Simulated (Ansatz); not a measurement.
`BOCCC` + `N[SiH](F)CF` → `B[SiH](N)F` + `CCCOCF`  (formal exchange of groups at a B–O bond)

Computed with Ansatz on PBE0-D4/def2-TZVP structures; ΔE is electronic, products minus reactants. CCSD(T)/CBS is the MP2 limit (def2-TZVPP, def2-QZVPP) plus CCSD(T) − MP2 in def2-TZVPP, frozen cores. Functionals use def2-TZVPP. B3LYP here is the variant with VWN-RPA as its local correlation; programs differ in this. One conformer a species, not always the lowest.

```csv
level,ΔE (eV),difference from CCSD(T)/CBS
PBE-D4,1.97,-0.09
r2SCAN-D4,2.03,-0.03
PBE0-D4,1.98,-0.08
B3LYP-D4,2.06,0.00
ωB97X-V,1.98,-0.08
ωB97M-V,2.09,0.03
B2PLYP,2.08,0.02
PBE,1.97,-0.09
r2SCAN,2.03,-0.03
PBE0,1.98,-0.08
B3LYP,2.06,0.00
HF/def2-TZVPP,1.98,-0.08
MP2/def2-TZVPP,2.11,0.05
SCS-MP2/def2-TZVPP,2.07,0.01
CCSD/def2-TZVPP,2.02,-0.04
CCSD(T)/def2-TZVPP,2.03,-0.03
HF/def2-QZVPP,2.00,-0.06
MP2/def2-QZVPP,2.13,0.07
SCS-MP2/def2-QZVPP,2.10,0.04
HF/CBS(def2),2.00,-0.06
MP2/CBS(def2),2.14,0.08
CCSD/CBS(def2),2.05,-0.01
CCSD(T)/CBS,2.06,0
```

Largest T1 diagnostic among the species: 0.012.

In def2-TZVPP, CCSD(T) changes the Hartree–Fock value by +0.04 eV (the triples alone add +0.00 eV) and MP2 by +0.13 eV.
